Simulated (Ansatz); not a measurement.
Consider the ligand exchange at a Ga–F bond: `[OH][Ga]([F])[Br]` + H₂S → `[OH][Ga]([SH])[Br]` + H–F.

Computed with Ansatz on PBE0-D4/def2-TZVP structures; ΔE is electronic, products minus reactants. CBS: MP2 limit from def2 TZ/QZ plus the TZ coupled-cluster correction, frozen cores. This one scheme is used for every species. DFT in def2-TZVPP. HSE06 is defined as in plane-wave codes. For Br, Ga outer-core shells are correlated without core-valence functions, which leaves a few kJ/mol of doubt a bond. Scalar relativity is left out up to krypton. Each species was taken in one conformer, which may not be the lowest.

| species | HSE06 energy (Eh) |
| --- | --- |
| `[OH][Ga]([F])[Br]` | -4674.16374 |
| H₂S | -399.25468 |
| `[OH][Ga]([SH])[Br]` | -4973.03297 |
| H–F | -100.38998 |

**Question.** Work out ΔE.

**Answer.** ΔE = (-4973.03297) + (-100.38998) − (-4674.16374) − (-399.25468) = -0.00453 Eh = -11.9 kJ/mol. CCSD(T)/CBS gives -15.4 kJ/mol.

Largest T1 diagnostic among the species: 0.012.

From r2SCAN to r2SCAN0 (25 % exact exchange), in def2-TZVPP and without D4, ΔE moves by −4.2 kJ/mol. The D4 term adds −7.8 kJ/mol with B3LYP and −4.2 kJ/mol with PBE0; it sums over pairs of atoms, weighted by their polarisabilities, and B3LYP, whose exchange is more repulsive, gets the larger term.

B3LYP here is the variant with VWN-RPA as its local correlation; programs differ in this.
